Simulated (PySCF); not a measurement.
[MoCl6]-: Mo(V) (d1), charge -1. The structure is a PBE0-D3(BJ)/def2-SVP geometry optimised for multiplicity 2; coordination octahedral, point group Oh, metal–donor distances 2.34 Å.

The d shell alone is too small an active space for [MoCl6]- (an active orbital has only 0.54 squared overlap with the free ion's shell): its levels, fitted parameters, g values and moments show what this model gives and aren't sound predictions.

```
7

Mo    0.000    0.000    0.000
Cl    2.337    0.000    0.000
Cl   -2.337    0.000    0.000
Cl    0.000    2.337    0.000
Cl    0.000   -2.337    0.000
Cl    0.000    0.000    2.337
Cl    0.000    0.000   -2.337
```

Method (PySCF 2.14, density fitting): CASSCF(1,5) with orbitals averaged over all microstates of the shell, strongly contracted NEVPT2 on the averaged canonical orbitals; basis x2c-TZVPall on the metal, x2c-SVPall elsewhere; spin-free X2C; IEF-PCM dichloromethane; spin-orbit coupling by state interaction with the mean-field operator over all roots.

(1) Which term lies lowest, and with what spin?

(2) List the excited states of the same spin.

(3) What ligand-field parameters describe the result?

(4) What magnetic behaviour follows?

No frequencies were computed for the optimised geometry. Charge-transfer states lie outside this active space and may come lower than some of these levels. The ground state is orbitally degenerate in this regular structure, which would distort (Jahn–Teller), so its moment is that of the undistorted model. NEVPT2 on the d shell alone tends to put d–d bands too high for such charged or covalently bound ions.

The job took 34 s on one thread of Intel Xeon Platinum 8259CL @ 2.50GHz (shared host), with 171 basis functions and a peak of 0.56 GiB, launched as `OMP_NUM_THREADS=1 python lf_run.py task.json out`.

## Answers

(1) 2T2g (S = 1/2, orbital degeneracy 3), with 1.0 electrons in the lower (t2g-type) set and 0.0 in the upper (eg-type) set, by NEVPT2.

(2) By NEVPT2: 2Eg at 30028 cm⁻¹ (333 nm). All are electric-dipole forbidden at this geometry.

(3) At NEVPT2 level: orbital energies 0, 0, 0, 30028, 30028 cm⁻¹; 10Dq = 30028 cm⁻¹; ζ = 638 cm⁻¹ (free ion 986).

(4) Degenerate or low-lying orbital states mix with the ground state, so no spin-only Hamiltonian applies. The lowest spin-orbit level is 4-fold; the next lies at 1119.4 cm⁻¹. μeff is 1.02 μB at 300 K and 0.22 μB at 10 K; the spin-only value is 1.73 μB.
